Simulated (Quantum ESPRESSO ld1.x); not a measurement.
The numbers below are computed, except where a source is named.
Question: The mean radii <r> (bohr) of the occupied orbitals of an atom or ion are listed with their occupations. Code: ld1.x of Quantum ESPRESSO 7.5. Model: scalar-relativistic Kohn-Sham, BLYP, spin-unpolarised, spherical densities, point nucleus.

| orbital | occ. | <r> |
|---|---|---|
| 1s | 2 | 0.06090 |
| 2s | 2 | 0.2795 |
| 2p | 6 | 0.2471 |
| 3s | 2 | 0.8439 |
| 3p | 6 | 0.8890 |
| 3d | 4 | 1.048 |

Name the element and its charge.

Answer: Z = 25, manganese, charge +3: Mn3+ in [Ar] 3d4. The 1s radius gives Z: for a bare nucleus <r> = (2 gamma + 1)/(2Z) with gamma = sqrt(1 - (Z/c)^2), 0.05933 bohr for Z = 25, and screening makes it slightly larger (0.06090 here). The occupations add up to 22, and the charge is Z minus that.
